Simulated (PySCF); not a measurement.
**Nb (niobium, neutral) across methods**

[Kr] 4d4 5s1, high-spin 6D determinant. All numbers are calculated (PySCF 2.14, the spin-free X2C one-electron Hamiltonian (Gaussian nucleus), in x2c-QZVPPall (13s8p7d3f2g, 111 functions)).

```csv
method,E (hartree),mean ε 4p β (eV),mean ε 5s α (eV),mean ε 4d α (eV),Σ⟨r²⟩ (bohr²),⟨S²⟩
TPSSh,-3819.24,-33.756,-4.589,-4.141,57.66,8.751
PBE0,-3819.07,-34.823,-4.983,-4.857,57.49,8.751
r2SCAN,-3819.39,-33.356,-4.666,-3.943,57.26,8.752
PBE,-3819.01,-32.734,-4.458,-3.728,58.03,8.751
M06,-3819.37,-35.211,-4.792,-4.525,58.18,8.751
TPSS,-3819.24,-32.950,-4.381,-3.695,57.85,8.751
UHF,-3817.27827,-40.133,-6.236,-7.906,58.07,8.756
LDA,-3814.80,-33.031,-4.670,-3.797,57.88,8.750
```
